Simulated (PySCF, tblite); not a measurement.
One entry of a table of gas-phase calculations, keyed by method. Lists by class give the value and the number of equivalent atoms.

```json
{
 "formula": "C6H9F3NP",
 "smiles": "FC(F)(F)/C=P\\N1CCCC1",
 "charge": 0,
 "multiplicity": 1,
 "geometry_level": "GFN2-xTB",
 "atoms_angstrom": [
  ["F", 1.347, -2.349, 1.018],
  ["C", 2.386, -1.481, 0.985],
  ["F", 2.182, -0.66, 2.052],
  ["F", 3.473, -2.203, 1.303],
  ["C", 2.552, -0.795, -0.303],
  ["P", 1.487, -0.027, -1.357],
  ["N", -0.03, 0.06, -0.707],
  ["C", -1.106, 0.589, -1.534],
  ["C", -1.855, 1.509, -0.582],
  ["C", -1.847, 0.684, 0.705],
  ["C", -0.51, -0.07, 0.663],
  ["H", 3.571, -0.819, -0.661],
  ["H", -0.702, 1.089, -2.415],
  ["H", -1.758, -0.23, -1.86],
  ["H", -2.86, 1.744, -0.924],
  ["H", -1.299, 2.437, -0.447],
  ["H", -1.933, 1.302, 1.596],
  ["H", -2.677, -0.022, 0.695],
  ["H", 0.217, 0.373, 1.347],
  ["H", -0.643, -1.12, 0.931]
 ],
 "electronic_structure_code": "PySCF",
 "results": {
  "GFN2-xTB geometry": {
   "point_group": "C1",
   "rotational_constants_GHz": [1.9, 0.589, 0.499]
  },
  "PBE0/pcSseg-1 ground state and GIAO shieldings, non-relativistic": {
   "dipole_D": 4.16,
   "homo_eV": -6.59,
   "lumo_eV": -1.5,
   "shift_vs_computed_TMS_C_by_class_ppm": [
    [133.2, 1],
    [119.8, 1],
    [56.3, 2],
    [30.0, 2]
   ],
   "shift_vs_computed_TMS_H_by_class_ppm": [
    [5.84, 1],
    [3.75, 4],
    [1.88, 4]
   ],
   "shielding_other_nuclei_by_class_ppm": [
    ["N", 125.9, 1],
    ["F", 222.2, 3],
    ["P", 46.1, 1]
   ],
   "charges_hirshfeld_e_by_atom": [-0.1, 0.25, -0.11, -0.1, -0.21, 0.18, -0.1, -0.02, -0.07, -0.07, -0.03, 0.04, 0.04, 0.04, 0.05, 0.04, 0.05, 0.04, 0.03, 0.03]
  },
  "GFN2-xTB harmonic vibrations, gas phase": {
   "strongest_ir_bands_cm-1_km_per_mol_modes": [
    [958.7, 314.8, 1],
    [1002.7, 142.6, 1],
    [1050.3, 223.6, 1],
    [1178.1, 199.2, 1],
    [1347.0, 205.1, 1],
    [3006.2, 69.2, 1]
   ],
   "zpe_kcal_per_mol": 92.4
  }
 }
}
```

The dipole equals about 13.9 × 10⁻³⁰ C·m (1 D = 3.33564 × 10⁻³⁰ C·m). The zero-point energy, half the sum of the 54 harmonic wavenumbers, equals 32300 cm⁻¹ or 386 kJ/mol. With B = h/(8π²I), that is 505.379 GHz u Å² over I, the principal moments of inertia are 266.0, 858.5 and 1011.9 u Å² (most abundant isotopes). The rotational constants make it an asymmetric top with κ = (2B − A − C)/(A − C) = -0.87, nearer the prolate limit (−1).

One conformer (not necessarily the lowest) at the GFN2-xTB geometry, without solvent or vibrations. NMR classes are plain means over equivalent atoms (diastereotopic ones count apart unless rotation or inversion swaps them), as if these changed places fast; in this geometry the members of some classes differ.
